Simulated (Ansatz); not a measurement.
Born–Oppenheimer molecular dynamics of C₂H₁₀N₂Si (15 atoms, charge 0, multiplicity 1). It starts from a rough guess of a transition structure, not a stationary point.

Computed with UKS B3LYP-D4/STO-3G (Ansatz 0.2.0).

| Quantity | Value |
| --- | --- |
| ensemble | NVE (velocity Verlet) |
| time step | 0.5 fs |
| steps asked | 150 |
| starting velocities drawn for | 100 K |
| seed | 803545 |

Frames 0.5 fs apart, positions in Å, forces in eV/Å.

Velocities at 35 fs (Å/ps):

```
Si 1.30 -2.04 -4.86
N 20.93 -11.77 22.89
N -21.46 16.27 0.87
H -2.43 17.14 10.00
C -4.25 -1.03 -7.75
C -0.39 3.16 -9.68
H -12.63 -28.16 7.27
H 46.97 3.65 -17.18
H -8.09 -26.45 67.14
H -3.71 -3.92 -4.64
H -2.47 3.06 -2.15
H -3.31 -9.63 -3.94
H -6.25 8.09 -8.51
H 7.70 -1.28 -25.07
H 10.51 6.40 -10.13
```

```xyz
15
Properties=species:S:1:pos:R:3:forces:R:3 time_fs=35 energy_less_start_eV=-1.868 T=1209
Si -0.119 -0.027 -0.311 3.51 -2.91 2.64
N 1.415 -1.146 -0.148 -1.16 1.82 -0.84
N -0.882 -0.062 -1.924 -1.98 0.32 2.01
H -0.139 -0.056 -2.572 3.30 -1.20 -2.65
C 0.486 1.619 0.314 -0.05 1.25 -0.40
C -1.309 -0.482 1.089 -0.79 0.51 -0.89
H 2.286 -0.733 0.337 -1.67 -0.62 -0.50
H 1.290 -2.158 0.114 -0.05 0.71 0.14
H -1.132 0.931 -2.117 -1.21 0.85 0.42
H 0.848 1.554 1.368 -0.02 0.01 -0.91
H 1.224 2.128 -0.344 -0.01 -0.43 0.57
H -0.384 2.294 0.317 0.05 0.10 0.24
H -2.191 0.160 0.856 0.14 -0.52 0.75
H -1.648 -1.529 1.134 0.14 0.21 -0.09
H -0.891 -0.189 2.072 -0.20 -0.11 -0.47
15
Properties=species:S:1:pos:R:3:forces:R:3 time_fs=35.5 energy_less_start_eV=-1.854 T=1200
Si -0.119 -0.028 -0.314 3.61 -3.08 2.66
N 1.425 -1.152 -0.137 -1.91 2.19 -1.34
N -0.893 -0.054 -1.923 -1.05 -1.06 1.99
H -0.136 -0.049 -2.570 2.73 -1.06 -2.30
C 0.484 1.619 0.310 0.07 1.16 -0.33
C -1.309 -0.480 1.084 -0.81 0.56 -0.86
H 2.278 -0.748 0.340 -0.96 -0.23 -0.15
H 1.313 -2.155 0.105 -0.20 0.10 0.24
H -1.138 0.919 -2.083 -1.50 2.15 0.05
H 0.846 1.552 1.365 -0.03 0.01 -0.93
H 1.222 2.129 -0.344 -0.01 -0.41 0.54
H -0.386 2.289 0.315 -0.04 0.18 0.23
H -2.194 0.164 0.852 0.23 -0.58 0.76
H -1.644 -1.530 1.121 0.12 0.24 -0.04
H -0.886 -0.186 2.067 -0.26 -0.16 -0.51
15
Properties=species:S:1:pos:R:3:forces:R:3 time_fs=36 energy_less_start_eV=-1.819 T=1179
Si -0.118 -0.029 -0.316 3.70 -3.21 2.67
N 1.435 -1.157 -0.126 -2.83 2.47 -1.91
N -0.904 -0.046 -1.923 0.14 -2.34 1.59
H -0.127 -0.044 -2.574 1.78 -0.85 -1.64
C 0.482 1.619 0.306 0.14 1.05 -0.30
C -1.310 -0.479 1.079 -0.79 0.58 -0.83
H 2.267 -0.764 0.343 -0.07 0.26 0.30
H 1.336 -2.152 0.097 -0.34 -0.53 0.32
H -1.147 0.912 -2.049 -1.70 3.26 -0.26
H 0.844 1.550 1.359 -0.02 0.01 -0.88
H 1.221 2.129 -0.344 0.02 -0.37 0.47
H -0.387 2.285 0.314 -0.12 0.25 0.22
H -2.196 0.166 0.851 0.27 -0.61 0.74
H -1.640 -1.530 1.108 0.10 0.24 0.01
H -0.882 -0.184 2.060 -0.29 -0.21 -0.51
15
Properties=species:S:1:pos:R:3:forces:R:3 time_fs=36.5 energy_less_start_eV=-1.758 T=1143
Si -0.116 -0.031 -0.318 3.77 -3.30 2.67
N 1.444 -1.162 -0.115 -3.85 2.62 -2.51
N -0.915 -0.038 -1.921 1.31 -3.21 0.96
H -0.113 -0.042 -2.582 0.67 -0.58 -0.87
C 0.480 1.619 0.302 0.15 0.92 -0.29
C -1.310 -0.477 1.074 -0.73 0.57 -0.82
H 2.256 -0.778 0.346 0.91 0.79 0.82
H 1.359 -2.151 0.090 -0.46 -1.10 0.37
H -1.160 0.913 -2.015 -1.72 3.89 -0.46
H 0.842 1.548 1.351 0.01 0.00 -0.76
H 1.220 2.128 -0.342 0.07 -0.30 0.38
H -0.389 2.281 0.314 -0.18 0.31 0.20
H -2.198 0.166 0.851 0.27 -0.60 0.71
H -1.635 -1.529 1.095 0.08 0.23 0.06
H -0.878 -0.181 2.052 -0.31 -0.24 -0.47
15
Properties=species:S:1:pos:R:3:forces:R:3 time_fs=37 energy_less_start_eV=-1.689 T=1103
Si -0.114 -0.033 -0.319 3.83 -3.34 2.67
N 1.453 -1.167 -0.105 -4.80 2.61 -3.05
N -0.926 -0.031 -1.920 2.18 -3.41 0.30
H -0.098 -0.041 -2.591 -0.38 -0.29 -0.14
C 0.478 1.619 0.297 0.10 0.79 -0.31
C -1.311 -0.475 1.068 -0.65 0.51 -0.83
H 2.248 -0.791 0.351 1.84 1.30 1.32
H 1.380 -2.152 0.084 -0.54 -1.50 0.37
H -1.177 0.923 -1.982 -1.52 3.82 -0.58
H 0.840 1.546 1.342 0.06 -0.01 -0.57
H 1.219 2.127 -0.339 0.15 -0.22 0.26
H -0.392 2.279 0.313 -0.22 0.35 0.17
H -2.199 0.165 0.853 0.21 -0.55 0.65
H -1.630 -1.528 1.083 0.05 0.20 0.11
H -0.875 -0.180 2.043 -0.30 -0.25 -0.38
15
Properties=species:S:1:pos:R:3:forces:R:3 time_fs=37.5 energy_less_start_eV=-1.634 T=1071
Si -0.112 -0.035 -0.321 3.85 -3.33 2.66
N 1.462 -1.171 -0.095 -5.49 2.49 -3.41
N -0.936 -0.025 -1.919 2.67 -2.96 -0.28
H -0.084 -0.040 -2.601 -1.25 0.01 0.45
C 0.476 1.619 0.293 0.00 0.66 -0.36
C -1.312 -0.473 1.063 -0.54 0.42 -0.84
H 2.244 -0.801 0.360 2.49 1.66 1.69
H 1.399 -2.156 0.079 -0.60 -1.66 0.34
H -1.198 0.942 -1.951 -1.13 3.07 -0.66
H 0.839 1.544 1.331 0.12 -0.03 -0.33
H 1.218 2.124 -0.335 0.23 -0.12 0.12
H -0.395 2.276 0.314 -0.22 0.36 0.14
H -2.200 0.163 0.856 0.12 -0.46 0.57
H -1.625 -1.526 1.071 0.02 0.15 0.16
H -0.873 -0.179 2.033 -0.27 -0.26 -0.26
15
Properties=species:S:1:pos:R:3:forces:R:3 time_fs=38 energy_less_start_eV=-1.599 T=1050
Si -0.110 -0.038 -0.322 3.85 -3.26 2.64
N 1.469 -1.174 -0.086 -5.72 2.31 -3.50
N -0.946 -0.019 -1.917 2.81 -2.08 -0.67
H -0.072 -0.040 -2.610 -1.88 0.28 0.88
C 0.474 1.620 0.289 -0.13 0.55 -0.42
C -1.313 -0.470 1.057 -0.41 0.30 -0.86
H 2.245 -0.807 0.372 2.67 1.78 1.82
H 1.418 -2.165 0.074 -0.62 -1.55 0.27
H -1.222 0.969 -1.922 -0.61 1.89 -0.73
H 0.837 1.542 1.319 0.18 -0.04 -0.06
H 1.218 2.122 -0.331 0.31 -0.01 -0.02
H -0.398 2.275 0.314 -0.20 0.36 0.11
H -2.200 0.160 0.861 -0.01 -0.34 0.48
H -1.621 -1.524 1.059 -0.01 0.09 0.20
H -0.871 -0.178 2.022 -0.22 -0.26 -0.12
15
Properties=species:S:1:pos:R:3:forces:R:3 time_fs=38.5 energy_less_start_eV=-1.576 T=1035
Si -0.107 -0.041 -0.323 3.80 -3.15 2.60
N 1.475 -1.177 -0.077 -5.41 2.13 -3.28
N -0.956 -0.013 -1.916 2.71 -1.05 -0.87
H -0.066 -0.038 -2.617 -2.30 0.51 1.14
C 0.471 1.621 0.285 -0.28 0.46 -0.50
C -1.314 -0.468 1.051 -0.26 0.15 -0.88
H 2.253 -0.808 0.389 2.32 1.63 1.64
H 1.435 -2.177 0.070 -0.61 -1.19 0.19
H -1.247 1.000 -1.894 -0.07 0.59 -0.83
H 0.836 1.540 1.307 0.25 -0.06 0.21
H 1.219 2.120 -0.328 0.38 0.08 -0.16
H -0.402 2.275 0.315 -0.15 0.33 0.08
H -2.200 0.156 0.867 -0.17 -0.20 0.37
H -1.616 -1.521 1.047 -0.04 0.02 0.24
H -0.870 -0.179 2.011 -0.16 -0.24 0.05
15
Properties=species:S:1:pos:R:3:forces:R:3 time_fs=39 energy_less_start_eV=-1.545 T=1016
Si -0.104 -0.044 -0.324 3.71 -3.01 2.54
N 1.480 -1.180 -0.069 -4.68 1.99 -2.81
N -0.965 -0.008 -1.915 2.48 -0.11 -0.90
H -0.065 -0.036 -2.621 -2.52 0.70 1.27
C 0.469 1.621 0.280 -0.41 0.39 -0.57
C -1.315 -0.466 1.045 -0.12 -0.01 -0.90
H 2.267 -0.806 0.410 1.55 1.26 1.21
H 1.450 -2.192 0.067 -0.60 -0.66 0.12
H -1.272 1.032 -1.868 0.43 -0.59 -0.94
H 0.835 1.538 1.296 0.30 -0.08 0.47
H 1.220 2.117 -0.324 0.42 0.17 -0.28
H -0.406 2.275 0.316 -0.08 0.28 0.04
H -2.201 0.151 0.874 -0.33 -0.06 0.27
H -1.611 -1.519 1.036 -0.07 -0.04 0.27
H -0.870 -0.179 2.000 -0.09 -0.23 0.21
15
Properties=species:S:1:pos:R:3:forces:R:3 time_fs=39.5 energy_less_start_eV=-1.489 T=983
Si -0.101 -0.047 -0.324 3.59 -2.85 2.46
N 1.484 -1.183 -0.061 -3.73 1.87 -2.21
N -0.974 -0.002 -1.914 2.18 0.64 -0.79
H -0.069 -0.032 -2.622 -2.58 0.84 1.27
C 0.467 1.622 0.276 -0.49 0.35 -0.61
C -1.316 -0.464 1.038 0.01 -0.17 -0.89
H 2.285 -0.800 0.434 0.58 0.77 0.64
H 1.464 -2.209 0.064 -0.58 -0.05 0.05
H -1.296 1.063 -1.845 0.85 -1.55 -1.05
H 0.836 1.536 1.286 0.34 -0.09 0.67
H 1.223 2.116 -0.321 0.43 0.23 -0.37
H -0.411 2.276 0.317 0.01 0.22 0.00
H -2.203 0.147 0.882 -0.48 0.08 0.16
H -1.606 -1.516 1.026 -0.10 -0.10 0.29
H -0.869 -0.181 1.990 -0.02 -0.21 0.36
15
Properties=species:S:1:pos:R:3:forces:R:3 time_fs=40 energy_less_start_eV=-1.408 T=936
Si -0.097 -0.051 -0.324 3.43 -2.67 2.35
N 1.488 -1.185 -0.054 -2.76 1.76 -1.61
N -0.982 0.003 -1.913 1.85 1.19 -0.56
H -0.080 -0.026 -2.620 -2.50 0.95 1.17
C 0.465 1.623 0.271 -0.51 0.33 -0.61
C -1.317 -0.462 1.032 0.11 -0.32 -0.85
H 2.303 -0.793 0.459 -0.39 0.28 0.06
H 1.476 -2.226 0.061 -0.56 0.55 0.01
H -1.319 1.090 -1.824 1.17 -2.26 -1.15
H 0.837 1.533 1.277 0.35 -0.09 0.79
H 1.226 2.114 -0.320 0.40 0.27 -0.42
H -0.415 2.278 0.318 0.10 0.16 -0.03
H -2.206 0.142 0.889 -0.60 0.20 0.06
H -1.602 -1.514 1.017 -0.12 -0.16 0.31
H -0.869 -0.183 1.980 0.04 -0.20 0.49
15
Properties=species:S:1:pos:R:3:forces:R:3 time_fs=40.5 energy_less_start_eV=-1.319 T=883
Si -0.093 -0.055 -0.324 3.25 -2.48 2.22
N 1.491 -1.187 -0.047 -1.92 1.67 -1.09
N -0.990 0.009 -1.912 1.49 1.55 -0.23
H -0.097 -0.018 -2.615 -2.27 1.01 0.95
C 0.463 1.624 0.266 -0.45 0.33 -0.55
C -1.319 -0.459 1.025 0.18 -0.43 -0.77
H 2.321 -0.785 0.485 -1.23 -0.16 -0.46
H 1.488 -2.241 0.058 -0.55 1.07 -0.01
H -1.338 1.112 -1.806 1.39 -2.74 -1.23
H 0.839 1.530 1.270 0.32 -0.08 0.82
H 1.231 2.114 -0.319 0.32 0.27 -0.44
H -0.419 2.280 0.320 0.19 0.10 -0.07
H -2.210 0.138 0.897 -0.66 0.28 -0.03
H -1.598 -1.513 1.008 -0.14 -0.20 0.32
H -0.868 -0.185 1.972 0.08 -0.19 0.58
```

Of the whole run (75 fs, mean temperature of the second half 809 K): The conserved energy stayed within 0.68 meV per atom of its start (net change 0.18 meV per atom), so the integration is sound. The kinetic energy rose, since the run started high on the potential surface and went downhill. A run of 0.075 ps of so small a system gives no equilibrium averages. The orbitals were unrestricted but ended closed-shell. Limits of this set-up: minimal basis.

Run time: 12 min on 1 thread of Arm Neoverse V1 (shared host), peak memory 0.15 GiB.
